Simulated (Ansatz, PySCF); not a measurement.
C2H7AlCl2OSi, singlet, at the geometry of the source list, atoms displaced at random by about 0.08 Å a coordinate. Base run: PBE/STO-3G, gradient (PySCF).

Input for PySCF:
```python
from pyscf import gto, scf, dft

mol = gto.M(
    atom='''
Si    2.34316588    0.52657579   -0.20610891
Cl    2.85803939    2.47263223   -0.71620954
Cl    3.40362750   -0.79742479   -1.34106488
O     0.93099875    0.36101107    0.14162547
Al   -0.80409663   -0.15040407    0.14616026
C    -1.03295060   -2.24214381    0.18911767
C    -1.72945754    1.45751796    0.10521761
H     3.16118171    0.41675806    1.41902908
H    -0.47377986   -2.52649535   -0.63569994
H    -2.14172499   -2.52124388    0.07276608
H    -0.56122296   -2.46122959    1.16440240
H    -1.04937384    2.37855361   -0.25308295
H    -2.24914173    1.86666317    0.97105812
H    -2.66084693    1.58168906   -0.72445649
''',
    basis='sto-3g',
    verbose=4,
)

mf = dft.RKS(mol)
mf.xc = 'pbe'
mf.kernel()
g = mf.nuc_grad_method()
grad = g.kernel()
```

Programs used: Ansatz (a quantum-chemistry and plane-wave program), PySCF; a row that names a program was run with it.

The coordinate followed is z of atom 9.

The base run was repeated with changes; each row names its change, and settings that it needs were set with it.

| change | dE/dx (Eh/bohr) | net force (Eh/bohr) |
|---|---|---|
| base | 0.041486 | 0.000097 |
| grid_response = on | 0.041489 | 0.000000 |
| density fitting = on | 0.041489 | 0.000097 |
| density fitting = on; auxbasis_response = off | 0.041519 | 0.001561 |
| finite difference step (bohr) = 1e-4; conv_tol = 1e-11 | 0.041489 | - |
| finite difference step (bohr) = 0.2; conv_tol = 1e-11 | [?] | - |
| grids.level = 5; grid_response = off | 0.041486 | 0.000021 |
| finite difference step (bohr) = 0.05; conv_tol = 1e-11 | 0.041734 | - |
| grids.level = 0; grid_response = on | 0.041660 | 0.000000 |
| finite difference step (bohr) = 1e-5; conv_tol = 1e-11 | 0.041489 | - |
| conv_tol = 1e-6 | 0.041488 | 0.000097 |
| code = ansatz | 0.041486 | 0.000000 |

Problem. Fill in the missing entries.

Solution. 
- finite difference step (bohr) = 0.2; conv_tol = 1e-11, dE/dx (Eh/bohr): 0.045388

The net force is zero for an exact gradient.
